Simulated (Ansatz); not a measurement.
```yaml
atoms:
  - { symbol: C, position_ang: [0.0000, 0.0000, 0.0000] }
  - { symbol: F, position_ang: [0.8204, 0.8204, 0.8204] }
  - { symbol: F, position_ang: [0.8204, -0.8204, -0.8204] }
  - { symbol: F, position_ang: [-0.8204, 0.8204, -0.8204] }
  - { symbol: F, position_ang: [-0.8204, -0.8204, 0.8204] }
```

Basis set: cc-pVDZ (spherical functions). Frozen core: 5 orbitals. Charge 0, multiplicity 1.

Computed with Ansatz (development build ahead of 0.2.0); each method stands on the lowest determinant of its kind that the runs found. Restricted open shells among the atoms or ions are ROHF, correlated in semicanonical orbitals with singles.

Q: Give the atomization energy at this shape (free ground-state atoms in the same class of orbitals less the molecule, no zero-point energy) of singlet CF4 by RHF-MP2, RHF.

A:

| method | atomization energy |
| --- | --- |
| RHF-MP2 | 19.09 eV |
| RHF | 11.94 eV |

Caution: no unrestricted run beside it, a lower state can exist; the shape is not the minimum.
